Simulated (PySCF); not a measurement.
GeH2Br2, SMILES [Br][GeH2][Br].

Geometry: B3LYP-D3(BJ)/def2-SVP.

The numbers are results of M06-2X/def2-TZVPD run with PySCF, not measurements.

Symmetry labels are those of the subgroup C2v that the program uses (full group C2v).

Computed valence orbital energies around the gap with their symmetry:
```
orbital  symmetry  energy (eV)
-------  --------  -----------
HOMO−7         A1       -17.08
HOMO−6         B2       -12.52
HOMO−5         A1       -11.94
HOMO−4         B1       -11.75
HOMO−3         A1       -10.09
HOMO−2         A2       -10.00
HOMO−1         B2        -9.74
HOMO           B1        -9.73
LUMO           A1        -0.62
LUMO+1         B1        -0.01
LUMO+2         A1         0.40
LUMO+3         B2         0.80
```
